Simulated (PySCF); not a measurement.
# Broadened absorption spectrum of CH5F3P4Si

Compound: CH₅F₃P₄Si.
Cartesian coordinates in Å at the GFN2-xTB level; atoms count from 1:
```xyz
14
CH5F3P4Si angstrom
F     -2.464   -0.817    0.521
C     -1.898   -1.146   -0.650
F     -1.586   -2.445   -0.573
F     -2.853   -1.022   -1.582
P     -0.367   -0.147   -1.117
P     -1.176    1.917   -0.907
P      0.563    2.191    0.476
P      0.480    0.018    0.906
Si     2.597   -0.584    0.363
H     -2.080    1.583    0.116
H     -0.191    2.572    1.589
H      2.497   -1.968   -0.099
H      3.347   -0.450    1.612
H      3.131    0.297   -0.679
```

The calculation used PySCF 2.14.0, density-fitted response routines, TDDFT CAM-B3LYP/def2-SVPD, vertical, gas phase, core orbitals frozen in the response.

Computed states:

```tsv
state	E (eV)	f
S1	4.12	0.012
S2	4.43	0.010
S3	4.79	0.018
S4	4.90	0.0001
S5	5.00	0.0081
S6	5.07	0.010
S7	5.25	0.0069
S8	5.62	0.011
```

Broadening: Gaussians 0.25 eV wide at half height, area fixed by f = 4.319×10⁻⁹ ∫ε dν̃. The width is an assumption, not a result. The curve ends short of the highest state used, and states not computed would add to its high-energy end.

(1) What does the envelope look like, and where are its maxima?

(2) Coming from long wavelengths, where does ε first pass 100 L mol⁻¹ cm⁻¹?

(3) On this curve, what absorbance would a 10⁻³ mol/L sample give at 308 nm over a 1 cm path?

(4) Does any computed singlet lie in the visible range?

## Answers

(1) 
```
E (eV)  ε (L mol⁻¹ cm⁻¹)
  3.75                 3
  3.78                 7
  3.81                17
  3.83                30
  3.86                62
  3.89               120
  3.92               213
  3.95               349
  3.98               528
  4.01               739
  4.04               954
  4.07              1139
  4.10              1258
  4.13              1288
  4.16              1231
  4.19              1111
  4.22               972
  4.25               858
  4.28               804
  4.31               822
  4.34               898
  4.37               999
  4.40              1083
  4.43              1114
  4.46              1076
  4.49               978
  4.52               851
  4.55               738
  4.58               685
  4.61               726
  4.64               873
  4.67              1116
  4.70              1416
  4.73              1718
  4.75              1893
  4.78              2081
  4.81              2166
  4.84              2160
  4.87              2105
  4.90              2050
  4.93              2028
  4.96              2047
  4.99              2084
  5.02              2103
```

Maxima: 301 nm (4.12 eV), ε about 1300, made up of S1 (99%); 280 nm (4.43 eV), ε about 1100, made up of S2 (98%); 257 nm (4.82 eV), ε about 2200, made up of S3 (86%) and S5 (10%); 247 nm (5.02 eV), ε about 2100, made up of S5 (41%) and S6 (46%) (hardly more than a shoulder) (ε in L mol⁻¹ cm⁻¹; maxima over ε = 5, shares over 10%).

(2) At about 319 nm (3.88 eV), 0.24 eV below S1.

(3) 308 nm is 4.025 eV, where ε is about 850 L mol⁻¹ cm⁻¹, so A = ε c l ≈ 0.85 (Beer–Lambert, with the gas-phase spectrum and the assumed width).

(4) No computed singlet lies in the visible range (380 to 750 nm); the lowest, at 301 nm, stands 0.86 eV above its violet end (3.26 eV).

One conformer stands for the species.
